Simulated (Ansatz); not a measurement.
Spectroscopic constants of BeP, multiplicity 4 (lowest of 2S+1 = 2, 4 at CCSD(T)/def2-TZVPP on PBE0 minima; our sources give no spin for the ground state, which may be another).

The constants come from a fifth-degree fit in 1/R (seven points, main isotopes). In def2 and cc sets the state is the lowest found near the PBE0 minimum, followed along R.

Correlated levels freeze the inner cores; with def2 sets outer-core shells near the valence are correlated too.

Run with Ansatz (Gaussian basis) for Hartree–Fock, density functionals and correlated methods. 

Energies at CCSD/def2-TZVPP:

```tsv
R (Å)	E (hartree)
1.926667	-355.48563570
1.978459	-355.48885026
2.026108	-355.49054555
2.079972	-355.49127979
2.133836	-355.49100956
2.195986	-355.48973520
2.268495	-355.48730441
```

Problem. With a reduced mass of 6.9810 u, find the minimum, the force constant and the constants.

Solution. A fifth-degree polynomial in 1/R puts the minimum at r_e = 2.0906 Å with force constant 144 N/m. Then ω_e = (1/2πc)√(k/μ) = 591 cm⁻¹ and B_e = h/(8π²cμr_e²) = 0.5525 cm⁻¹; the cubic and quartic terms give α_e = 0.0066 and ω_e x_e = 5.9 cm⁻¹.

Ansatz is a quantum-chemistry and plane-wave program.
